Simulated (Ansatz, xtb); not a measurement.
**A geometry optimisation of AlH7Sn2 with r2SCAN-D4/def2-SVP**

The starting geometry of this gas-phase singlet was built from a drawn formula by distance geometry and a force field; its bonds are those of `[AlH2][SnH2][SnH3]`.

```yaml
atoms:
  - { symbol: Al, position_ang: [-0.0514, -3.3415, -2.2521] }
  - { symbol: Sn, position_ang: [-0.6207, -1.6164, -0.2333] }
  - { symbol: Sn, position_ang: [0.7740, 0.7862, -0.6452] }
  - { symbol: H, position_ang: [1.4752, -3.5316, -2.5811] }
  - { symbol: H, position_ang: [-0.9101, -4.6480, -2.3212] }
  - { symbol: H, position_ang: [-2.3258, -1.2913, -0.2719] }
  - { symbol: H, position_ang: [-0.1485, -2.3098, 1.2809] }
  - { symbol: H, position_ang: [0.2923, 1.4606, -2.1848] }
  - { symbol: H, position_ang: [2.4930, 0.4354, -0.6773] }
  - { symbol: H, position_ang: [0.4185, 1.9001, 0.6086] }
```

Problem. Where would you expect an optimisation with r2SCAN-D4/def2-SVP to take it?

Solution. It keeps its bonds, and is `[AlH2][SnH2][SnH3]`.

The energy falls by 0.34 eV over 22 steps:

```json
{"step": "1", "E − E(last) (eV)": "0.340"}
{"step": "3", "E − E(last) (eV)": "0.033"}
{"step": "6", "E − E(last) (eV)": "0.015"}
{"step": "8", "E − E(last) (eV)": "0.012"}
{"step": "10", "E − E(last) (eV)": "0.008"}
{"step": "13", "E − E(last) (eV)": "0.003"}
{"step": "15", "E − E(last) (eV)": "0.002"}
{"step": "17", "E − E(last) (eV)": "0.001"}
{"step": "20", "E − E(last) (eV)": "0.000"}
{"step": "22", "E − E(last) (eV)": "0.000"}
```

Final geometry (Å):

```yaml
atoms:
  - { symbol: Al, position_ang: [0.0468, -3.5038, -2.0413] }
  - { symbol: Sn, position_ang: [-0.4717, -1.7263, -0.1531] }
  - { symbol: Sn, position_ang: [0.6587, 0.7656, -0.7220] }
  - { symbol: H, position_ang: [1.3766, -4.3752, -1.9792] }
  - { symbol: H, position_ang: [-0.9367, -3.6560, -3.2833] }
  - { symbol: H, position_ang: [-2.1516, -1.4308, 0.0698] }
  - { symbol: H, position_ang: [0.1429, -2.1667, 1.3920] }
  - { symbol: H, position_ang: [0.1164, 1.3519, -2.2421] }
  - { symbol: H, position_ang: [2.3710, 0.6598, -0.7909] }
  - { symbol: H, position_ang: [0.2439, 1.9249, 0.4728] }
```

From the same start GFN2-xTB ends elsewhere, differing in Al1–H6 (1.69 against 3.69 Å here), Al1–H7 (1.69 against 3.69 Å here), Sn2–H6 (2.54 against 1.72 Å here), Sn2–H7 (2.54 against 1.72 Å here).

No frequencies were run, so the end isn't proven a minimum. Atoms past krypton carry core potentials, without spin–orbit terms. Run with Ansatz 0.2.0, 63 s on 2 threads of Arm Neoverse V1 (shared host).
